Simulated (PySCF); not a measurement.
C₂H₇ClS₂Si, SMILES CS[SiH](Cl)SC. Atoms are numbered in the order given.

```xyz
13

Si     0.0026     0.4450     0.2026
Cl     0.5914     0.4368     2.2009
S      1.1656    -0.8854    -1.0081
C      2.6941     0.1243    -1.1852
S     -2.0283    -0.2180     0.1669
C     -2.3784     0.0387    -1.6237
H      0.1976     1.8476    -0.3050
H      3.3584    -0.4275    -1.8762
H      3.2028     0.2388    -0.2090
H      2.4731     1.1204    -1.6157
H     -2.3743     1.1153    -1.8823
H     -1.6491    -0.5050    -2.2536
H     -3.3911    -0.3701    -1.7994
```
Charge 0, spin multiplicity 1.

Geometry optimised at PBE-D3(BJ)/def2-SVP. The values are those of a single conformer.

The numbers are results of PBE/pcSseg-1 (PySCF), not measurements.

GIAO shieldings, no solvent; atoms listed in one row are averaged. δ = σ(ref) − σ: ²⁹Si against TMS (σ = 335.4 ppm); ³⁵Cl against HCl (σ = 936.5 ppm); ³³S against H2S (σ = 706.5 ppm); ¹³C against TMS (σ = 182.0 ppm); ¹H against TMS (σ = 31.49 ppm), references at their B3LYP-D3(BJ)/def2-TZVP geometries, non-relativistic (without spin–orbit terms, shifts of atoms bonded to Cl or Br come out too high).

Computed chemical shifts:
```json
[
 {"nucleus": "²⁹Si", "atoms": "Si1", "count": "1", "δ (ppm)": "47.8"},
 {"nucleus": "³⁵Cl", "atoms": "Cl2", "count": "1", "δ (ppm)": "89.1"},
 {"nucleus": "³³S", "atoms": "S3", "count": "1", "δ (ppm)": "131.9"},
 {"nucleus": "³³S", "atoms": "S5", "count": "1", "δ (ppm)": "106.9"},
 {"nucleus": "¹³C", "atoms": "C6", "count": "1", "δ (ppm)": "21.0"},
 {"nucleus": "¹³C", "atoms": "C4", "count": "1", "δ (ppm)": "19.7"},
 {"nucleus": "¹H", "atoms": "H7", "count": "1", "δ (ppm)": "6.83"},
 {"nucleus": "¹H", "atoms": "H8, H9, H10, H11, H12, H13", "count": "6", "δ (ppm)": "2.58"}
]
```
